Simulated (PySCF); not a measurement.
# `C=C(C#CC=O)CCC`, C8H10O

Molfile (atoms numbered from 1):
```
C8H10O
     RDKit          3D

 19 18  0  0  0  0  0  0  0  0999 V2000
    0.2600   -2.4763    0.3886 C   0  0  0  0  0  0  0  0  0  0  0  0
    0.2113   -1.1476    0.4957 C   0  0  0  0  0  0  0  0  0  0  0  0
    1.3848   -0.4017    0.7411 C   0  0  0  0  0  0  0  0  0  0  0  0
    2.3750    0.2572    0.9646 C   0  0  0  0  0  0  0  0  0  0  0  0
    3.5325    1.0400    1.2256 C   0  0  0  0  0  0  0  0  0  0  0  0
    3.5636    2.2423    1.2984 O   0  0  0  0  0  0  0  0  0  0  0  0
   -1.0486   -0.3423    0.3436 C   0  0  0  0  0  0  0  0  0  0  0  0
   -1.0277    0.4613   -0.9612 C   0  0  0  0  0  0  0  0  0  0  0  0
   -2.2935    1.2927   -1.1228 C   0  0  0  0  0  0  0  0  0  0  0  0
   -0.6295   -3.0547    0.2049 H   0  0  0  0  0  0  0  0  0  0  0  0
    1.1847   -3.0197    0.4833 H   0  0  0  0  0  0  0  0  0  0  0  0
    4.4454    0.4234    1.3615 H   0  0  0  0  0  0  0  0  0  0  0  0
   -1.9116   -1.0105    0.3510 H   0  0  0  0  0  0  0  0  0  0  0  0
   -1.1387    0.3505    1.1839 H   0  0  0  0  0  0  0  0  0  0  0  0
   -0.1544    1.1174   -0.9630 H   0  0  0  0  0  0  0  0  0  0  0  0
   -0.9313   -0.2273   -1.8044 H   0  0  0  0  0  0  0  0  0  0  0  0
   -2.2670    1.8465   -2.0581 H   0  0  0  0  0  0  0  0  0  0  0  0
   -3.1744    0.6538   -1.1276 H   0  0  0  0  0  0  0  0  0  0  0  0
   -2.3904    2.0043   -0.3058 H   0  0  0  0  0  0  0  0  0  0  0  0
  1  2  2  0
  2  3  1  0
  3  4  3  0
  4  5  1  0
  5  6  2  0
  2  7  1  0
  7  8  1  0
  8  9  1  0
  1 10  1  0
  1 11  1  0
  5 12  1  0
  7 13  1  0
  7 14  1  0
  8 15  1  0
  8 16  1  0
  9 17  1  0
  9 18  1  0
  9 19  1  0
M  END
```

Level of theory: TDDFT wB97X-D/def2-SVPD excited states, vertical, gas phase (PySCF 2.14.0). Geometry: GFN2-xTB.

**Question.** Give the one- and two-photon strengths of the lowest singlets.

**Answer.** δ for parallel linear polarisation; σ at the peak of a Lorentzian of half width 0.1 eV, single beam; Ω is circular over linear.
| state | E (eV) | f | photon λ (nm) | δ (au) | σ (GM) | Ω | main |
| --- | --- | --- | --- | --- | --- | --- | --- |
| S1 | 3.81 | 0.000 | 650 | <0.1 | 0.00 | – | HOMO−1→LUMO 0.86, HOMO−1→LUMO+1 0.12 |
| S2 | 4.42 | 0.002 | 561 | 2.01 | 0.01 | 1.03 | HOMO−2→LUMO 0.96 |
| S3 | 4.87 | 0.426 | 509 | 278 | 2.42 | 0.78 | HOMO→LUMO 0.87 |
| S4 | 6.54 | 0.002 | 379 | 10.3 | 0.16 | 0.69 | HOMO→LUMO+3 0.42, HOMO→LUMO+2 0.21 |
| S5 | 6.66 | 0.061 | 372 | 822 | 13.38 | 0.96 | HOMO−3→LUMO 0.75 |

Among these, the strongest one-photon state is S3, the strongest two-photon state S5, with a dipole change of 4.9 D (relaxed, norm of the difference vector).
